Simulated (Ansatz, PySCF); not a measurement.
Reaction R1 + R2 → P1, each structure at its B3LYP-D3(BJ)/def2-TZVP stationary point, reached from a drawn start (curvature not checked).
R1: BCl3 (SMILES ClB(Cl)Cl), charge 0, multiplicity 1.
P1: BCl3H3N (SMILES [NH3+][B-](Cl)(Cl)Cl), charge 0, multiplicity 1.
R2, NH3 (SMILES N) (charge 0, multiplicity 1, Z-matrix in Å and degrees):
```
N
H 1 1.0136
H 1 1.0136 2 107.33
H 1 1.0136 2 107.33 3 -115.10
```

P less R. No zero-point or thermal terms.

Codes used: Ansatz (an electronic-structure program) with Gaussian orbitals; PySCF for the D3/D4 terms. All values are computed, each at the level named.

```tsv
level	reaction energy (eV)
BLYP/def2-TZVPP	-0.739
revPBE/def2-TZVPP	-0.808
r2SCAN-D4/def2-TZVPP	-1.156
B97M-V/def2-TZVPP	-1.052
B3LYP-D3(BJ)/def2-TZVPP	-1.083
PBE0/def2-TZVPP	-1.136
PBE0-D4/def2-TZVPP	…
CAM-B3LYP-D4/def2-TZVPP	…
wB97M-V/def2-TZVPP	…
```

Question: Some entries are withheld; supply them.

Answer: 
- PBE0-D4/def2-TZVPP, reaction energy (eV): -1.227
- CAM-B3LYP-D4/def2-TZVPP, reaction energy (eV): -1.154
- wB97M-V/def2-TZVPP, reaction energy (eV): -1.188
